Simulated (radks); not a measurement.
Values are calculated unless marked as measured or tabulated.
Valence configurations of Ag+ (all share [Kr]). Level of theory: scalar-relativistic Kohn-Sham, r2SCAN, spin-polarised, spherical densities, finite nucleus; open shells are filled with parallel spins first (spin-orbit coupling, left out, can overturn this in heavy ions); meta-GGA in the generalised Kohn-Sham scheme; Fermi nuclear charge, rms radius 4.5454 fm (a radial shooting solver on a logarithmic mesh with Libxc functionals). Energies are relative to 4d10; eigenvalues in eV for spin up.

4d10: E (eV) 0.000; moment (Bohr magnetons) 0; e(4d) -15.788
4d9.5 5p0.5: E (eV) 5.256; moment (Bohr magnetons) 1; e(4d) -18.700; e(5p) -7.167
4d8 5s2: E (eV) 13.036; moment (Bohr magnetons) 2; e(4d) -24.476; e(5s) -14.666
4d9 5p1: E (eV) 11.028; moment (Bohr magnetons) 2; e(4d) -21.535; e(5p) -8.348
4d8 5p2: E (eV) 24.223; moment (Bohr magnetons) 4; e(4d) -27.100; e(5p) -10.417
4d7 5s2 5p1: E (eV) 28.402; moment (Bohr magnetons) 4; e(4d) -30.355; e(5p) -10.432; e(5s) -17.565
4d7.5 5s2 5p0.5: E (eV) 20.445; moment (Bohr magnetons) 3; e(4d) -27.434; e(5p) -9.363; e(5s) -16.162
4d8.5 5s1 5p0.5: E (eV) 11.159; moment (Bohr magnetons) 3; e(4d) -22.964; e(5p) -8.710; e(5s) -15.040
4d8.5 5s0.5 5p1: E (eV) 14.280; moment (Bohr magnetons) 3; e(4d) -23.653; e(5p) -9.094; e(5s) -15.264
4d7.5 5s1.5 5p1: E (eV) 22.943; moment (Bohr magnetons) 4; e(4d) -28.075; e(5p) -10.118; e(5s) -17.027

NIST lists [Kr] 4d10 as the ground configuration; this level of theory agrees among the configurations tried. The energies are those of spherical high-spin densities, not of single terms.
